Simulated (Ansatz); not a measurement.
# Ligand exchange: C2HBr2F + CuF → C2HBrF2 + CuBr

Gas-phase species: C2HBr2F `F/C(Br)=C/Br`, singlet; CuF (fluorocopper), singlet; C2HBrF2 `F/C=C(\F)Br`, singlet; CuBr, singlet. The partners trade Br for F: C–Br and Cu–F bonds give way to C–F and Cu–Br.

Shapes, held fixed at every level: PBE0-D4/def2-TZVP. Programs: Ansatz 0.2.0. Electronic energies: no zero-point or thermal term.

Task: Estimate ΔE of this reaction.

Result: wB97M-V/def2-TZVPP gives ΔE = -94.5 kJ/mol; the levels span -133.4 to -83.2. The median of the levels is -92.3. No measured value is set beside it here. Relativity is left out for Br, Cu.

```tsv
level	kind	ΔE (kJ/mol)
HF/def2-TZVPP	Hartree–Fock	-133.4
PBE-D4/def2-TZVPP	GGA	-83.2
r2SCAN-D4/def2-TZVPP	meta-GGA	-92.0
B3LYP-D4/def2-TZVPP	global hybrid	-90.8
PBE0-D4/def2-TZVPP	global hybrid	-99.1
wB97X-V/def2-TZVPP	range-separated hybrid	-92.3
wB97M-V/def2-TZVPP	range-separated hybrid	-94.5
```
